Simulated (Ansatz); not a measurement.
The cluster Al₄Te₆⁻ (the lowest doublet isomer of a short search), 10 atoms. Hardware: 4 threads of Arm Neoverse V1 on a shared host.

In the def2 sets Te takes a core potential; there is no spin–orbit coupling.

Task: How many basis functions does each of these Ansatz runs have, and roughly what does it cost? PBE-D4/def2-SVPD, charge -1 doublet, energy, from earlier orbitals; PBE-D4/def2-SVP, charge -1 doublet, energy, from earlier orbitals; PBE-D4/def2-SVP, charge 0 singlet at the geometry of the charge -1 doublet, energy, from earlier orbitals; PBE0-D4/def2-SVP, charge -1 doublet, energy, from earlier orbitals; PBE0-D4/def2-SVP, charge 0 singlet at the geometry of the charge -1 doublet, energy; PBE-D4/def2-SVP, charge 0 triplet at the geometry of the charge -1 doublet, energy, from earlier orbitals; r2SCAN-D4/def2-SVP, charge -1 doublet, energy and forces, from earlier orbitals; PBE0-D4/def2-SVP, charge 0 triplet at the geometry of the charge -1 doublet, energy; PBE-D4/def2-SVP, charge -1 doublet, relaxation, 6 steps.

Result: Other jobs shared the machine, so times can vary by a factor of up to 3.

| run | functions | fitting or Cholesky vectors | wall time | peak host memory (GiB) |
| --- | --- | --- | --- | --- |
| PBE-D4/def2-SVP, charge 0 singlet at the geometry of the charge -1 doublet, energy, from earlier orbitals | 228 | 2692 | 14 s | 0.56 |
| PBE0-D4/def2-SVP, charge 0 singlet at the geometry of the charge -1 doublet, energy | 228 | 2630 | 44 s | 1.6 |
| PBE-D4/def2-SVP, charge -1 doublet, energy, from earlier orbitals | 228 | 2692 | 54 s | 1.2 |
| PBE-D4/def2-SVP, charge 0 triplet at the geometry of the charge -1 doublet, energy, from earlier orbitals | 228 | 2692 | 63 s | 1.3 |
| PBE0-D4/def2-SVP, charge -1 doublet, energy, from earlier orbitals | 228 | 2630 | 76 s | 1.9 |
| PBE-D4/def2-SVP, charge -1 doublet, relaxation, 6 steps | 228 | 2692 | 90 s | 0.62 |
| PBE-D4/def2-SVPD, charge -1 doublet, energy, from earlier orbitals | 306 | 3196 | 97 s | 2.4 |
| PBE0-D4/def2-SVP, charge 0 triplet at the geometry of the charge -1 doublet, energy | 228 | 2630 | 1.7 min | 2.5 |
| r2SCAN-D4/def2-SVP, charge -1 doublet, energy and forces, from earlier orbitals | 228 | 2692 | 2.4 min | 1.4 |
